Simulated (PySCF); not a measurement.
# How methods differ on the excitation energy of Cr²⁺

Cr²⁺ [Ar] 3d4 (5D) → Cr²⁺ [Ar] 3d3 4s1, s spin flipped, as a difference of total energies. Calculation: PySCF 2.14, in x2c-TZVPPall with one added diffuse shell each of s, p, d, f type (7s6p5d3f1g, 80 functions); the spin-free X2C one-electron Hamiltonian (Gaussian nucleus). Correlated levels: valence: [Ar] frozen; valence and next inner shell: [Ne] frozen. The calculations carry no spin-orbit coupling.

| method | excitation energy (eV) |
| --- | --- |
| UHF | 6.367 |
| LDA | 7.278 |
| PBE | 7.120 |
| PBE0 | 7.101 |
| r2SCAN | 7.112 |
| revPBE | 7.133 |
| M06-L | 7.197 |
| MN15 | 7.736 |
| B97-3 | 6.813 |
| MP2 (valence) | 6.655 |
| SCS-MP2 (valence) | 6.174 |
| MP2 (valence and next inner shell) | 6.982 |
| SCS-MP2 (valence and next inner shell) | 6.625 |

Task: How much does correlation contribute at MP2 (valence and next inner shell)?

Result: 6.982 − (6.367) = 0.615 eV, measured against UHF.

The upper determinant mixes two multiplicities, so it lies between the two terms.
